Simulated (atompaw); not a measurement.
Before and after: PAW (atompaw) potential for neodymium

Nd, PAW, made with atompaw 4.2.0.5 (LDA (PW92), scalar-relativistic). Core [Kr] 4d10, reference 4f4 5s2 5p6 5d0 6s2 6p0. Waves: 5s (bound): rc 2.40 bohr; 6s (bound): rc 2.25 bohr; 5p (bound): rc 3.00 bohr; 6p (bound, empty): rc 3.00 bohr; 5d (bound, empty): rc 3.00 bohr; 5d channel at 0.9 Ry: rc 3.00 bohr; 4f (bound): rc 1.30 bohr; 4f channel at 0.35 Ry: rc 1.30 bohr. Local part: ultrasoft scheme with l = 4 at 0 Ry, radius 2.85 bohr. Core correction: smooth core density matched at 2.15 bohr. Augmentation charge: sinc compensation charge, radius 2.20 bohr; PAW radius 3.00 bohr; waves and projectors: custom polynom vanderbiltortho.

Change: all radii scaled by about 1.07 (s 2.56, p 3.22, d 3.22, f 1.40 bohr); local potential ultrasoft scheme with l = 4 at 0 Ry, radius 3.06 bohr; augmentation sinc compensation charge, radius 2.36 bohr; PAW radius 3.22 bohr; waves and projectors: custom polynom vanderbiltortho; core correction smooth core density matched at 2.30 bohr.

Cutoffs: the cutoffs (Ry, on a coarse ladder) from which the occupation-weighted sum of valence levels, in a spherical-Bessel basis at the reference potential, stays within 10 and 1 mRy of its value at 400 Ry; they do not see the model core or the augmentation charge, which bear on the density cutoff.

Problem. What does the change do?

Solution. The potential gets softer (110 Ry and 180 Ry → 90 Ry and 160 Ry); neither file shows a bound ghost. A larger radius leaves more room for a smooth pseudo-wave, so fewer plane waves are needed.

| quantity | base | changed |
| --- | --- | --- |
| cutoff, loose | 110 Ry | 90 Ry |
| cutoff, tight | 180 Ry | 160 Ry |
| loose cutoff by channel (10 mRy a level) | s 8 Ry, p 8 Ry, f 70 Ry | s 8 Ry, p 6 Ry, f 60 Ry |
| bound ghosts | none | none |
| lowest overlap eigenvalue by channel | s 0.32, p 0.92, d 0.95, f 1.00 | s 0.43, p 0.88, d 0.93, f 1.00 |

 The cutoffs see the waves, projectors and local potential, not the compensation charge or the core.
